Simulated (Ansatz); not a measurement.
`F[SiH2][GaH2]` + `N[SiH3]` → `F[SiH2]N[SiH3]` + `[GaH3]` at 400 K and 1 bar (cleavage of the Si–Ga bond).

Isolated molecules relaxed with PBE0-D4/def2-TZVP in Ansatz; ΔE leaves out vibrations. CBS: MP2 limit from def2 TZ/QZ plus the TZ coupled-cluster correction, frozen cores. This one scheme is used for every species. For Ga outer-core shells are correlated without core-valence functions, which leaves a few kJ/mol of doubt a bond. Scalar relativity is left out up to krypton. Each species was taken in one conformer, which may not be the lowest.

| species | CCSD(T)/CBS energy (Eh) | H − E (kJ/mol) | S (J/(mol·K)) |
| --- | --- | --- | --- |
| `F[SiH2][GaH2]` | -2315.24935 | 113.2 | 350.9 |
| `N[SiH3]` | -346.80422 | 153.0 | 285.3 |
| `F[SiH2]N[SiH3]` | -736.37696 | 194.2 | 372.8 |
| `[GaH3]` | -1925.70545 | 64.2 | 231.8 |

H − E and S are ideal-gas, rigid-rotor, harmonic terms from PBE0-D4/def2-TZVP, for one conformer and one mirror image of each species. 1 Eh = 2625.50 kJ/mol, R = 8.31446 J/(mol·K).

Problem. By hand: ΔE, ΔH, ΔS and ΔG.

Solution. ΔE = (-736.37696) + (-1925.70545) − (-2315.24935) − (-346.80422) = -0.02884 Eh = -75.7 kJ/mol. Δ(H − E) = 194.2 + 64.2 − 113.2 − 153.0 = -7.8, so ΔH = -83.5 kJ/mol. ΔS = 372.8 + 231.8 − 350.9 − 285.3 = -31.6 J/(mol·K). ΔG = -83.5 − 400 × (-31.6)/1000 = -70.9 kJ/mol.

Problem. By hand: the equilibrium constant, and the temperature at which ΔG would vanish if ΔH and ΔS stayed fixed.

Solution. log₁₀ K = −ΔG/(RT ln 10) = 9.3. ΔG = 0 at ΔH/ΔS = 2642 K, far beyond where these terms or the molecules hold.

ΔH outweighs TΔS. A doubt of 5 kJ/mol in ΔE shifts log₁₀ K by 0.7 here. Other conformers and mirror images would add mixing entropy, several J/(mol·K) or more a flexible species. These are equilibria of isolated gas molecules and say nothing of rates. Largest T1 diagnostic: 0.013 (customary marks: 0.02 for closed shells, 0.045 for open ones).
